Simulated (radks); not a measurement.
Results of a calculation; reference values are marked as such.
Species: the samarium ion Sm4+. Configuration: [Xe] 4f4. Level of theory: scalar-relativistic Kohn-Sham, exchange-only B88, spin-polarised, spherical densities, finite nucleus; open shells are filled with parallel spins first (spin-orbit coupling, left out, can overturn this in heavy ions); Fermi nuclear charge, rms radius 5.0819 fm (a radial shooting solver on a logarithmic mesh with Libxc functionals).

Unscreened Slater integrals over Kohn-Sham orbitals (cm^-1). They are taken over the spin-up orbitals.

\begin{tabular}{lr}
integral & value \\ \hline
F0(4f,4f) & 240340 \\
F2(4f,4f) & 115220 \\
F4(4f,4f) & 72477 \\
F6(4f,4f) & 52193 \\
F0(4f,5p) & 155400 \\
F2(4f,5p) & 55107 \\
G2(4f,5p) & 27603 \\
G4(4f,5p) & 21787 \\
F0(4f,5s) & 171340 \\
G3(4f,5s) & 32030 \\
F0(4f,4d) & 264860 \\
F2(4f,4d) & 127860 \\
F4(4f,4d) & 81817 \\
G1(4f,4d) & 150710 \\
G3(4f,4d) & 94832 \\
G5(4f,4d) & 67108 \\
F0(5p,5p) & 130060 \\
F2(5p,5p) & 70554 \\
F0(5p,5s) & 137710 \\
G1(5p,5s) & 92956 \\
F0(5p,4d) & 161680 \\
F2(5p,4d) & 47291 \\
G1(5p,4d) & 13343 \\
G3(5p,4d) & 13102 \\
F0(5s,5s) & 147390 \\
F0(5s,4d) & 179700 \\
G2(5s,4d) & 19598 \\
F0(4d,4d) & 298000 \\
F2(4d,4d) & 151720 \\
F4(4d,4d) & 101600 \\
\end{tabular}

Derived for the open shells (J is the average intra-shell exchange parameter used in DFT+U). 4f: F4/F2 = 0.629, F6/F2 = 0.453, J = (286 F2 + 195 F4 + 250 F6)/6435 = 9345 cm^-1.
